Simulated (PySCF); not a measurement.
C2H6InN, SMILES C=[CH][InH][NH2].

The structure is a stationary point at r2SCAN-D4/def2-SVP. The structure was generated by enumeration; whether it is a known compound was not checked. The def2 effective core potentials stand for the cores of In; spin–orbit coupling is left out. Other conformers were not sampled.

Two levels are set side by side: TDDFT-PBE/def2-SVPD (PySCF) and TDDFT-B3LYP/def2-SVPD (PySCF). Vertical, same geometry. The lowest singlet is HOMO→LUMO 94 % with PBE and HOMO→LUMO 98 % with the other functional; states are paired by order. Differences are taken from unrounded values.

| quantity | TDDFT-B3LYP | TDDFT-PBE | TDDFT-PBE minus TDDFT-B3LYP |
|---|---|---|---|
| lowest singlet excitation (eV) | 4.53 | 3.92 | -0.61 |
| lowest triplet excitation (TDA) (eV) | 3.70 | 3.25 | -0.45 |
| first bright state (f over 0.05) (eV) | 4.53 | 5.59 | 1.06 |
| its oscillator strength | 0.05 | 0.06 | 0.01 |

A lower first singlet is the usual sign of a functional without exact exchange. Differences between two approximate levels are no errors against the true value.

Rough cost on one machine, each run with all the roots and properties that it gave: TDDFT-B3LYP against TDDFT-PBE about 3 times.
